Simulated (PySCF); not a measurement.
H₃MnO₅, multiplicity 1. Atoms are numbered in the order given.

```xyz
9

Mn     0.0985    -0.1028     0.0972
O      1.3343    -0.8128    -0.4783
O      0.3849     0.4679     1.5169
O     -1.1821     0.1630    -1.1708
H     -1.0377     1.0889    -1.4439
O     -1.0274    -1.4053     0.5186
H     -1.7381    -1.4176    -0.1481
O      0.4341     1.6750    -0.5200
H      0.7631     2.1966     0.2305
```

Geometry: B3LYP-D3(BJ)/def2-SVP. The multiplicity is an assumed one; other spin states were not compared. The values are those of a single conformer.

Computed with PBE/pcSseg-1 (PySCF).

GIAO shieldings, no solvent; atoms listed in one row are averaged. δ = σ(ref) − σ: ¹⁷O against H2O (σ = 334.3 ppm); ¹H against TMS (σ = 31.49 ppm), references at their B3LYP-D3(BJ)/def2-TZVP geometries, non-relativistic.

Computed chemical shifts:
```
nucleus  atoms  count  δ (ppm)
-------  -----  -----  -------
¹⁷O         O3      1   1453.4
¹⁷O         O2      1   1176.3
¹⁷O         O4      1    519.0
¹⁷O         O6      1    507.1
¹⁷O         O8      1    366.3
¹H          H7      1    13.75
¹H          H5      1    13.50
¹H          H9      1    12.19
```
